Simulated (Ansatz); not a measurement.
Ideal-gas functions of CuF (`[F][Cu]`) at 800 K and 1 bar, from an Ansatz frequency run at PBE0-D4/def2-TZVP.

Molar mass 82.54 g/mol, point group C∞v (symmetry number 1), electronic degeneracy 1, moments of inertia 45.551 u Å². Harmonic wavenumbers (cm⁻¹, unscaled): 593.

Use S(trans) = R[1.5 ln M + 2.5 ln T − 1.1517]; rotational temperatures θ = 24.2544 K / I; S(rot) = R[ln(T/σθ) + 1]; for each mode x = 1.438777 ν̃/T, S = R[x/(eˣ − 1) − ln(1 − e⁻ˣ)] and H = RT x/(eˣ − 1); 1 cm⁻¹ = 0.0119627 kJ/mol; R = 8.31446 J/(mol·K).

By hand: the entropy, in J/(mol·K).

Translation 184.4. Rotation: θ = 0.5325 K, giving 69.1. Vibration, mode by mode: 8.16, in all 8.2. Electronic 0.0. Sum 261.7 J/(mol·K).

By hand: H − E and G − E in kJ/mol, counted from the electronic energy.

Zero-point energy ½ × 593 × 0.0119627 = 3.5; thermal vibration 3.7; translation, rotation and pV give 3.5 RT = 23.3. H − E = 30.5 kJ/mol, and G − E = 30.5 − 800 × 261.7/1000 = -178.9 kJ/mol.

Vibration gives 3 % of the entropy.
